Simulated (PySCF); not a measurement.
A structure optimised at B3LYP-D3(BJ)/def2-SVP, used in a PySCF frequency run:

```xyz
5

B     -0.0048     0.5141     0.0000
Cl     1.5472     1.3426     0.0000
Cl    -1.4931     1.4498     0.0000
Se     0.0163    -1.4254     0.0000
H     -1.4511    -1.5768     0.0000
```
Charge 0, spin multiplicity 1.

Q: Write its SMILES, formula and point group.

A: ClB(Cl)[SeH], BCl2HSe, Cs

Q: What are its rotational constants (standard atomic weights)?

A: 3.0450, 1.6640, 1.0760 GHz
